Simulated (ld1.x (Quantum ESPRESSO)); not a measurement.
**copper (Cu), RRKJ: configuration errors across variants**

copper, norm-conserving RRKJ (Kleinman–Bylander form), made with ld1.x (Quantum ESPRESSO) 7.5 (PBE, scalar-relativistic). Core [Ar], reference 3d10 4s1 4p0. Waves: 4s (bound): rc 2.35 bohr; 4p (bound, empty): rc 3.35 bohr; 3d (bound): rc 1.00 bohr. Local part: the d channel. Core correction: a·sin(br)/r model core inside 0.55 bohr. rho0 = 0.005.

All-electron excitation energies from the reference (eV): (1) 3d10 4s0 4p0 8.148; (2) 3d9 4s0 4p0 29.480; (3) 3d8 4s0 4p0 68.500; (4) 3d10 4s0 4p1 4.137; (5) 3d9 4s2 4p0 1.970; (6) 3d10 4s0.5 4p0 3.162; (7) 3d9 4s1 4p0 11.578.

A true bound ghost makes a file unfit for plane-wave use even where its test errors are small: the radial tests pick states by their node count and pass the ghost by.

Errors AE − PS in meV (a dash: test not solved or not reliable):

```csv
change,(1),(2),(3),(4),(5),(6),(7),bound ghosts
base,-12,-48,-464,-4.3,-72,-2.2,-31,"s, p"
local potential the s channel,-18,-231,-1501,-6.0,-259,-3.9,-213,none
"all radii but the core radius scaled by about 0.94 (s 2.20, p 3.14, d 0.94 bohr)",-15,-44,-437,-5.0,-84,-3.2,-38,"s, p"
wave 3d (bound): rc 1.00 bohr becomes 3d (bound): rc 0.84 bohr,-14,-51,-447,-4.5,-54,-2.8,-11,"s, p"
wave 4s (bound): rc 2.35 bohr becomes 4s (bound): rc 1.94 bohr,-15,-33,-420,-5.6,-102,-2.9,-49,"s, p"
wave 4p (bound): rc 3.35 bohr becomes 4p (bound): rc 4.88 bohr,-12,-48,-464,-3.8,-72,-2.2,-31,"s, p"
```

Q: Give the same row for: core correction a·sin(br)/r model core inside 0.74 bohr.

A: -12, -48, -464, -4.3, -71, -2.2, -31; bound ghosts: s, p.
